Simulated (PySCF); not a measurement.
PySCF 2.14 output of an unrestricted LDA calculation on a single atom or ion in aug-cc-pVQZ-PP with ECP10MDF, with a scalar-relativistic core potential:

```
SCF conv_tol = 1e-09
number electrons alpha = 13  beta = 10
    P. A. M. Dirac.,  Math. Proc. Cambridge Philos. Soc. 26, 376 (1930)
    F. Bloch.,  Z. Phys. 57, 545 (1929)
    S. H. Vosko, L. Wilk, and M. Nusair.,  Can. J. Phys. 58, 1200 (1980)
cycle= 1 E= -331.559551973615  delta_E= -0.0168  |g|= 0.203  |ddm|= 2.38
cycle= 2 E= -331.559804981141  delta_E= -0.000253  |g|= 0.195  |ddm|= 0.877
cycle= 3 E= -331.564886562947  delta_E= -0.00508  |g|= 0.0102  |ddm|= 0.548
cycle= 4 E= -331.564941254933  delta_E= -5.47e-05  |g|= 0.000643  |ddm|= 0.0777
cycle= 5 E= -331.564941624136  delta_E= -3.69e-07  |g|= 5.15e-05  |ddm|= 0.00358
cycle= 6 E= -331.564941625635  delta_E= -1.5e-09  |g|= 3.82e-06  |ddm|= 0.000141
cycle= 7 E= -331.564941625638  delta_E= -2.73e-12  |g|= 1.05e-07  |ddm|= 1.7e-05
converged SCF energy = -331.564941625638  <S^2> = 3.7562953  2S+1 = 4.0031464
```

The run itself started from symmetry-adapted Hartree-Fock orbitals and held the occupation by maximum overlap, on a logarithmic radial grid, so the iterations belong to that start.

**Question.** Which element, charge and spin multiplicity is this?

**Answer.** As (arsenic, neutral), multiplicity 4; the state was [Ar] 3d10 4s1 4p4, high-spin 4P determinant (an excited configuration).

Energies and moments cover only the electrons outside the core potential.
